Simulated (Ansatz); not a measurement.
4-thiophen-2-ylbenzaldehyde (C11H8OS), SMILES O=Cc1ccc(-c2cccs2)cc1. Atoms are numbered in the order given.

```xyz
21

O      4.8957     0.6156     0.4577
C      4.1858     0.1510    -0.4058
C      2.7116     0.0660    -0.3306
C      1.9749    -0.4914    -1.3863
C      0.5887    -0.5727    -1.3185
C     -0.1080    -0.0974    -0.1877
C     -1.5679    -0.1853    -0.1202
C     -2.4477    -0.7060    -1.0526
C     -3.8109    -0.6273    -0.6548
C     -3.9671    -0.0466     0.5803
S     -2.4523     0.4096     1.2685
C      0.6454     0.4617     0.8694
C      2.0286     0.5428     0.8006
H      4.6240    -0.2598    -1.3536
H      2.4996    -0.8648    -2.2705
H      0.0381    -1.0093    -2.1524
H     -2.1266    -1.1359    -2.0010
H     -4.6438    -0.9869    -1.2601
H     -4.8909     0.1390     1.1259
H      0.1327     0.8373     1.7577
H      2.6122     0.9746     1.6161
```
Charge 0, spin multiplicity 1.

The structure is a stationary point at B3LYP-D3(BJ)/def2-SVP. The values are those of a single conformer.

Two levels are set side by side: PBE-D3(BJ)/def2-SVP (Ansatz, a first-principles code) and B3LYP-D3(BJ)/def2-SVP (Ansatz). Each level has its own optimised geometry; the coordinates shown are those of the second. Differences are taken from unrounded values.

```json
[
 {"quantity": "mean bond length (Å)", "B3LYP-D3(BJ)": "1.317", "PBE-D3(BJ)": "1.324", "PBE-D3(BJ) minus B3LYP-D3(BJ)": "0.007"},
 {"quantity": "bond O1–C2 (Å)", "B3LYP-D3(BJ)": "1.211", "PBE-D3(BJ)": "1.221", "PBE-D3(BJ) minus B3LYP-D3(BJ)": "0.010"},
 {"quantity": "bond C2–C3 (Å)", "B3LYP-D3(BJ)": "1.479", "PBE-D3(BJ)": "1.480", "PBE-D3(BJ) minus B3LYP-D3(BJ)": "0.002"},
 {"quantity": "bond C3–C4 (Å)", "B3LYP-D3(BJ)": "1.403", "PBE-D3(BJ)": "1.410", "PBE-D3(BJ) minus B3LYP-D3(BJ)": "0.007"},
 {"quantity": "bond C3–C13 (Å)", "B3LYP-D3(BJ)": "1.405", "PBE-D3(BJ)": "1.412", "PBE-D3(BJ) minus B3LYP-D3(BJ)": "0.007"},
 {"quantity": "bond C4–C5 (Å)", "B3LYP-D3(BJ)": "1.390", "PBE-D3(BJ)": "1.395", "PBE-D3(BJ) minus B3LYP-D3(BJ)": "0.005"},
 {"quantity": "bond C5–C6 (Å)", "B3LYP-D3(BJ)": "1.411", "PBE-D3(BJ)": "1.419", "PBE-D3(BJ) minus B3LYP-D3(BJ)": "0.008"},
 {"quantity": "bond C6–C7 (Å)", "B3LYP-D3(BJ)": "1.464", "PBE-D3(BJ)": "1.463", "PBE-D3(BJ) minus B3LYP-D3(BJ)": "-0.001"},
 {"quantity": "bond C6–C12 (Å)", "B3LYP-D3(BJ)": "1.413", "PBE-D3(BJ)": "1.421", "PBE-D3(BJ) minus B3LYP-D3(BJ)": "0.008"},
 {"quantity": "bond C7–C8 (Å)", "B3LYP-D3(BJ)": "1.384", "PBE-D3(BJ)": "1.394", "PBE-D3(BJ) minus B3LYP-D3(BJ)": "0.011"},
 {"quantity": "bond C7–S11 (Å)", "B3LYP-D3(BJ)": "1.751", "PBE-D3(BJ)": "1.754", "PBE-D3(BJ) minus B3LYP-D3(BJ)": "0.004"},
 {"quantity": "bond C8–C9 (Å)", "B3LYP-D3(BJ)": "1.422", "PBE-D3(BJ)": "1.422", "PBE-D3(BJ) minus B3LYP-D3(BJ)": "0.000"},
 {"quantity": "bond C9–C10 (Å)", "B3LYP-D3(BJ)": "1.374", "PBE-D3(BJ)": "1.384", "PBE-D3(BJ) minus B3LYP-D3(BJ)": "0.010"},
 {"quantity": "bond C10–S11 (Å)", "B3LYP-D3(BJ)": "1.725", "PBE-D3(BJ)": "1.726", "PBE-D3(BJ) minus B3LYP-D3(BJ)": "0.001"},
 {"quantity": "bond C12–C13 (Å)", "B3LYP-D3(BJ)": "1.387", "PBE-D3(BJ)": "1.392", "PBE-D3(BJ) minus B3LYP-D3(BJ)": "0.005"},
 {"quantity": "bond C2–H14 (Å)", "B3LYP-D3(BJ)": "1.122", "PBE-D3(BJ)": "1.133", "PBE-D3(BJ) minus B3LYP-D3(BJ)": "0.011"},
 {"quantity": "bond C4–H15 (Å)", "B3LYP-D3(BJ)": "1.094", "PBE-D3(BJ)": "1.102", "PBE-D3(BJ) minus B3LYP-D3(BJ)": "0.008"}
]
```

Exact exchange shortens and stiffens bonds; PBE has none. Differences between two approximate levels are no errors against the true value.
